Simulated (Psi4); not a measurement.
CH5FSSi (SMILES CS[SiH2]F), singlet, at a GFN2-xTB geometry; Psi4 with BHHLYP/6-31G, TDA.

Here is a job for Psi4.
```
memory 2 GB

molecule mol {
0 1
Si    1.149020   -0.095356   -0.121109
F     0.851711    0.653034   -1.515178
S    -0.610440    0.042177    1.078717
C    -1.869871   -0.457805   -0.143819
H     1.410031   -1.463773   -0.524560
H     2.184104    0.642519    0.558963
H    -2.834525   -0.332994    0.335869
H    -1.802274    0.181822   -1.017699
H    -1.722744   -1.497905   -0.417009
symmetry c1
}

set {
  basis 6-31g
  reference rks
  puream true
  save_jk true
  tdscf_states [5]
  tdscf_tda true
  d_convergence 1e-8
}

energy('td-bhhlyp')
print_variables()
```

Write the output that Psi4 gives for this input, abridged.


```
   => Loading Basis Set <=

    Name: 6-31G
    Role: ORBITAL
    Keyword: BASIS

         ---------------------------------------------------------
                                   SCF
               by Justin Turney, Rob Parrish, Andy Simmonett
                          and Daniel G. A. Smith
                              RKS Reference
         ---------------------------------------------------------

  ==> Geometry <==

    Molecular point group: c1
    Full point group: C1

    Geometry (in Angstrom), charge = 0, multiplicity = 1:

       Center              X                  Y                   Z               Mass
    ------------   -----------------  -----------------  -----------------  -----------------
         SI           1.111674481866    -0.127693872396    -0.116066660539    27.976926534650
         F            0.814365481866     0.620696127604    -1.510135660539    18.998403162730
         S           -0.647785518134     0.009839127604     1.083759339461    31.972071174400
         C           -1.907216518134    -0.490142872396    -0.138776660539    12.000000000000
         H            1.372685481866    -1.496110872396    -0.519517660539     1.007825032230
         H            2.146758481866     0.610181127604     0.564005339461     1.007825032230
         H           -2.871870518134    -0.365331872396     0.340911339461     1.007825032230
         H           -1.839619518134     0.149484127604    -1.012656660539     1.007825032230
         H           -1.760089518134    -1.530242872396    -0.411966660539     1.007825032230

  Running in c1 symmetry.

  Rotational constants: A =      0.25065  B =      0.09967  C =      0.07904 [cm^-1]
  Rotational constants: A =   7514.21949  B =   2987.98687  C =   2369.50540 [MHz]
  Nuclear repulsion =  226.853325439316279

  Charge       = 0
  Multiplicity = 1
  Electrons    = 50
  Nalpha       = 25
  Nbeta        = 25

  ==> Algorithm <==

  SCF Algorithm Type is DF.
  DIIS enabled.
  MOM disabled.
  Fractional occupation disabled.
  Guess Type is SAD.
  Energy threshold   = 1.00e-06
  Density threshold  = 1.00e-08
  Integral threshold = 1.00e-12

  ==> Primary Basis <==

  Basis Set: 6-31G
    Blend: 6-31G
    Number of shells: 34
    Number of basis functions: 54
    Number of Cartesian functions: 54
    Spherical Harmonics?: true
    Max angular momentum: 1

  ==> DFT Potential <==

   => LibXC <=

    Version 7.1.2
[...]
  @DF-RKS Final Energy:  -828.49102849082078
    Total Energy =                       -828.4910284908207814
[...]

Contributing excitations
Only contributions with abs(coeff) > 1.00e-01 will be printed:

Excited State    1 (1 A):   0.23845 au   191.08 nm f = 0.0132
  Sums of squares: Xssq =  1.000000e+00
     24a  ->  27a     0.108080 ( 1.168%)
     25a  ->  26a    -0.894132 (79.947%)
     25a  ->  27a    -0.282918 ( 8.004%)
     25a  ->  28a    -0.301581 ( 9.095%)

Excited State    2 (1 A):   0.24913 au   182.89 nm f = 0.0161
  Sums of squares: Xssq =  1.000000e+00
     25a  ->  26a     0.329595 (10.863%)
     25a  ->  27a    -0.906757 (82.221%)
     25a  ->  28a    -0.145037 ( 2.104%)
     25a  ->  29a    -0.161311 ( 2.602%)

Excited State    3 (1 A):   0.28538 au   159.66 nm f = 0.0081
  Sums of squares: Xssq =  1.000000e+00
     24a  ->  26a    -0.328251 (10.775%)
     24a  ->  27a     0.209724 ( 4.398%)
     25a  ->  26a    -0.208425 ( 4.344%)
     25a  ->  27a    -0.214847 ( 4.616%)
     25a  ->  28a     0.839066 (70.403%)
     25a  ->  30a     0.167082 ( 2.792%)

Excited State    4 (1 A):   0.28974 au   157.25 nm f = 0.0197
  Sums of squares: Xssq =  1.000000e+00
     24a  ->  26a    -0.925660 (85.685%)
     24a  ->  27a    -0.113037 ( 1.278%)
     24a  ->  28a    -0.116543 ( 1.358%)
     25a  ->  28a    -0.288012 ( 8.295%)

Excited State    5 (1 A):   0.33036 au   137.92 nm f = 0.2567
  Sums of squares: Xssq =  1.000000e+00
     23a  ->  26a     0.369789 (13.674%)
     23a  ->  27a    -0.149995 ( 2.250%)
     24a  ->  27a    -0.841886 (70.877%)
     25a  ->  26a    -0.139340 ( 1.942%)
     25a  ->  28a     0.105196 ( 1.107%)
     25a  ->  30a     0.197382 ( 3.896%)

******************************************************************************************
**********                               WARNING                                **********
**********       The names of excited state variables changed between 1.5       **********
**********     and 1.6. For a quick solution, remove the symmetry specifier     **********
**********   from the variable name. For full details, see 'Notes on Psivars'   **********
**********                        in the documentation.                         **********
******************************************************************************************

  Variable Map:
  ----------------------------------------------------------------------------
[...]
  Array Variable Map:
  ----------------------------------------------------------------------------
[...]
[...]
```
